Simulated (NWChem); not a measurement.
C₂H₃BrF₂; SMILES BrC(F)(C)F

Results from NWChem. Structure relaxed at the PBE0/def2-SVP level. COSMO at PBE0/def2-SVP, default radii, gas-phase geometry; f = (ε − 1)/ε scales the surface charges.

```csv
row,f,electrostatic solvation energy (kcal/mol)
ε = 3.9,0.7436,-2.04
ε = 4.8,0.7917,-2.18
ε = 11.7,0.9145,-2.56
ε = 25.0,0.9600,withheld
ε = 78.4,0.9872,-2.79
```

Question: Fit a straight line of the last column on the one before it, predict the withheld value, and compare with the run.

Answer: 
1. Means of the 4 shown rows: x = 0.85925, y = -2.393. Slope Σ(x − x̄)(y − ȳ)/Σ(x − x̄)² = -0.1152/0.03736 = -3.084; intercept 0.257.
2. The shown rows scatter about the line by 0.004 (root mean square); the largest residual is 0.00, at ε = 4.8.
3. At x = 0.9600 (ε = 25.0; inside the shown range) the line gives -2.70.
4. The run gives -2.70, 0.00 from the line.
